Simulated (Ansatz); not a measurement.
One change: `[F][Mg-]1[O]C=CC=[O+]1` becomes `[OH][Ti-]1([F])([F])[O]C=CC=[O+]1`.

Ansatz, PBE0-D4/def2-TZVP geometries, multiplicity 1. Each molecule was computed in one conformer, which needn't be the lowest.

Scalar relativity is left out up to krypton.

| property | `[F][Mg-]1[O]C=CC=[O+]1` |
| --- | --- |
| LUMO energy (PBE0/def2-TZVPP) / eV | -2.22 |
| size of the dipole moment (PBE/def2-TZVPP) / D | 5.03 |
| HOMO–LUMO gap (B3LYP/def2-TZVPP) / eV | 5.03 |
| HOMO energy (PBE0/def2-TZVPP) / eV | -7.67 |
| HOMO–LUMO gap (ωB97M-V/def2-TZVPP) / eV | 9.68 |
| zero-point energy (PBE0-D4/def2-TZVP) / kJ/mol | 158.1 |

What does the change do to each property? (Estimate.)

The calculation gave: 
```
                                      property  `[OH][Ti-]1([F])([F])[O]C=CC=[O+]1`  shift
            LUMO energy (PBE0/def2-TZVPP) / eV                                -2.66  -0.44
size of the dipole moment (PBE/def2-TZVPP) / D                                 4.18  -0.85
         HOMO–LUMO gap (B3LYP/def2-TZVPP) / eV                                 4.85  -0.18
            HOMO energy (PBE0/def2-TZVPP) / eV                                -7.95  -0.28
       HOMO–LUMO gap (ωB97M-V/def2-TZVPP) / eV                                 9.55  -0.13
zero-point energy (PBE0-D4/def2-TZVP) / kJ/mol                                199.8   41.7
```

With PBE0 the HOMO falls by 0.28 eV and the LUMO falls by 0.44 eV, so the gap narrows by about 0.16 eV. PBE moves the HOMO by -0.22 eV and ωB97M-V by -0.28 eV. The zero-point energy changes by 41.7 kJ/mol with +9 modes. Dipoles are sizes alone; their direction can turn.

B3LYP here is the variant with VWN-RPA as its local correlation; programs differ in this.
